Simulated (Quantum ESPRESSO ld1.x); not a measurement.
The numbers below are computed, except where a source is named.
Ce, configuration [Xe] 4f1 5d1 6s2 (the NIST ground configuration). Code: ld1.x of Quantum ESPRESSO 7.5. Model: Dirac Kohn-Sham, PBE, spin-unpolarised, spherical densities, point nucleus; open shells fill j = l - 1/2 first.

Unscreened Slater integrals over Kohn-Sham orbitals (cm^-1). Large and small components are both included. Empty in this configuration: 4f7/2.

| integral | value |
|---|---|
| F0(5d3/2,5d3/2) | 68655 |
| F2(5d3/2,5d3/2) | 34268 |
| F0(5d3/2,6s1/2) | 52266 |
| G2(5d3/2,6s1/2) | 16091 |
| F0(5d3/2,4f5/2) | 89141 |
| F2(5d3/2,4f5/2) | 23728 |
| G1(5d3/2,4f5/2) | 13854 |
| G3(5d3/2,4f5/2) | 10298 |
| F0(5d3/2,5p3/2) | 82676 |
| F2(5d3/2,5p3/2) | 37830 |
| G1(5d3/2,5p3/2) | 43343 |
| G3(5d3/2,5p3/2) | 26541 |
| F0(5d3/2,4f7/2) | 89012 |
| F2(5d3/2,4f7/2) | 23923 |
| G3(5d3/2,4f7/2) | 10495 |
| G5(5d3/2,4f7/2) | 7772.2 |
| F0(6s1/2,6s1/2) | 45462 |
| F0(6s1/2,4f5/2) | 58947 |
| G3(6s1/2,4f5/2) | 2406.7 |
| F0(6s1/2,5p3/2) | 56757 |
| G1(6s1/2,5p3/2) | 4164.0 |
| F0(6s1/2,4f7/2) | 58905 |
| G3(6s1/2,4f7/2) | 2459.4 |
| F0(4f5/2,4f5/2) | 187430 |
| F2(4f5/2,4f5/2) | 86538 |
| F4(4f5/2,4f5/2) | 53804 |
| F0(4f5/2,5p3/2) | 129450 |
| F2(4f5/2,5p3/2) | 48182 |
| G2(4f5/2,5p3/2) | 28256 |
| G4(4f5/2,5p3/2) | 21250 |
| F0(4f5/2,4f7/2) | 186440 |
| F2(4f5/2,4f7/2) | 86030 |
| F4(4f5/2,4f7/2) | 53479 |
| G2(4f5/2,4f7/2) | 85911 |
| G4(4f5/2,4f7/2) | 53408 |
| G6(4f5/2,4f7/2) | 38285 |
| F0(5p3/2,5p3/2) | 110620 |
| F2(5p3/2,5p3/2) | 59585 |
| F0(5p3/2,4f7/2) | 129110 |
| F2(5p3/2,4f7/2) | 48351 |
| G2(5p3/2,4f7/2) | 28621 |
| G4(5p3/2,4f7/2) | 21478 |
| F0(4f7/2,4f7/2) | 185470 |
| F2(4f7/2,4f7/2) | 85535 |
| F4(4f7/2,4f7/2) | 53161 |
| F6(4f7/2,4f7/2) | 38105 |
